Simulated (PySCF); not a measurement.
Molecule: SMILES C=C=C(C(F)(F)F)C(F)(F)F, C5H2F6.

Cartesian coordinates in Å; atom numbers follow the order of the lines, from 1:
```xyz
13

C     2.3971    0.2422   -0.1503
C     1.1213    0.1127   -0.0711
C    -0.1755   -0.0174    0.0096
C    -0.8251   -1.3518    0.2844
F    -1.2667   -1.9368   -0.8384
F    -1.8707   -1.2490    1.1068
F     0.0367   -2.2081    0.8459
C    -1.1067    1.1572   -0.1672
F    -0.5067    2.1611   -0.8179
F    -1.5166    1.6558    1.0081
F    -2.2026    0.8380   -0.8582
H     2.9934    0.4736    0.7167
H     2.9177    0.1229   -1.0861
```

Frames of a GFN2-xTB Langevin trajectory at 600 K; GIAO PBE0/pcSseg-1 shieldings in PySCF 2.14, gas phase, non-relativistic; equivalent atoms averaged within each frame.

Scale: TMS for 13C (186.93 ppm) and 1H (31.72 ppm); 19F (170.95 ppm) vs CFCl3 (reference shieldings calculated alike). The references are static minima.

How do the shifts (ppm) fluctuate along the trajectory?

Results:


```tsv
time (fs)	C2	C4/C8	C3	C1	F5/F6/F7/F9/F10/F11	H12/H13
optimised geometry	222.2	130.5	102.2	91.7	-74.3	5.94
250	236.2	129.6	111.6	91.4	-71.0	5.46
425	218.1	132.8	117.0	95.4	-63.8	6.99
625	231.8	132.5	108.7	101.6	-60.7	7.18
800	230.8	131.3	93.3	96.6	-62.0	7.66
1000	214.3	131.0	103.7	83.8	-69.2	6.77
mean of frames	226.2	131.5	106.9	93.7	-65.3	6.81
standard deviation	9.5	1.3	9.0	6.7	4.5	0.82
```

5 frames give an uncertainty of the mean of about the standard deviation over 2.2 at best, since frames this close in time may not be independent; classical motion lacks zero-point vibration, and the reference would need the same averaging.
